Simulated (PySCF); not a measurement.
Structure problem from calculated spectra and properties.

Elements present: C, F, H and O. Monoisotopic mass: 106.0430 u.

- NMR, other nuclei: isotropic shieldings of nuclei other than C and H, by class: 237 (1 O), 268 (1 O), 410 (1 F) ppm [GIAO PBE0/pcSseg-1]
- Rotational structure: rotational constants A, B, C: 4.359, 1.990, 1.390 GHz [GFN2-xTB]
- Polarisability: 60.1 au [PBE0/def2-SVPD]
- Triplet: lowest triplet excitation (Tamm–Dancoff): 4.31 eV [TDA PBE0/def2-SVPD]
- 13C NMR: chemical shifts (computed TMS as zero) by class: 161.3 (1 C), 128.0 (1 C), 58.8 (1 C), 54.3 (1 C) ppm [GIAO PBE0/pcSseg-1]
- UV, first state: lowest singlet excitation: 5.30 eV (234 nm, f = 0.019) [TDDFT PBE0/def2-SVPD]
- UV, strongest line: among the 8 lowest singlet transitions: S5 at 6.82 eV (182 nm, f = 0.287) [TDDFT PBE0/def2-SVPD]
- 1H NMR: chemical shifts (computed TMS as zero) by class: 6.87 (1 H), 4.17 (3 H), 3.64 (3 H) ppm [GIAO PBE0/pcSseg-1]
- Dipole: 2.03 D [PBE0/def2-SVPD]

Gas-phase values; electronic properties from PySCF, density fitting. Levels stand in brackets. NMR shifts are as computed; neighbouring signals can stand in another order in a measured spectrum. Geometry: GFN2-xTB, one conformer, isolated molecule. Each NMR value is the plain mean over a class of atoms that symmetry, rotation or inversion makes alike.

Problem. Which formula fits the mass and the elements?

Solution. C4H7FO2 (calculated 106.0430). No other formula that holds each of these elements comes within 0.0003 u with a fitting electron parity and a possible valence count.

Problem. Propose a structure and show how it fits.

Solution. Numbering: `[CH3:1][O:2][C:3](=[CH:4][F:5])[O:6][CH3:7]`. Its formula, C4H7FO2, gives 1 degree of unsaturation: 0 rings and 1 π bond in the structure found. 4 carbons fall into 4 classes; from least to most shielded: vinylic carbon bearing oxygen [C3] (161.3 ppm), vinylic C–F carbon [C4] (128.0 ppm), methoxy carbon [C1] (58.8 ppm), methoxy carbon [C7] (54.3 ppm). Hydrogen classes from least to most shielded: 1 H on a vinylic C–F carbon, C4 (6.87 ppm), 3 H on a methoxy carbon, C1 (4.17 ppm), 3 H on a methoxy carbon, C7 (3.64 ppm). The other shieldings belong to: 237 ppm, ether oxygen [O2]; 268 ppm, ether oxygen [O6]; 410 ppm, vinyl fluorine [F5]. The optimised geometry has point group Cs and is an asymmetric top. Structure: `COC(=CF)OC`. Computed isomers that give other values at the same levels: `C[C@@H]1OC[C@@H](F)O1` (13C chemical shifts (computed TMS as zero) by class: 114.2 (1 C), 108.3 (1 C), 77.8 (1 C), 22.1 (1 C) ppm); `C[C@@H]1OC[C@H](F)O1` (13C chemical shifts (computed TMS as zero) by class: 114.3 (1 C), 111.5 (1 C), 76.0 (1 C), 23.3 (1 C) ppm); `CO[C@H](C)C(=O)F` (13C chemical shifts (computed TMS as zero) by class: 171.5 (1 C), 78.1 (1 C), 59.4 (1 C), 21.5 (1 C) ppm). The assignments are read from this structure; whether some other isomer fits the data as well wasn't checked.

The values belong to the conformer `[CH3:1][O:2][C:3](=[CH:4][F:5])[O:6][CH3:7]`: C1–O2–C3–C4 0°, O2–C3–O6–C7 0°.
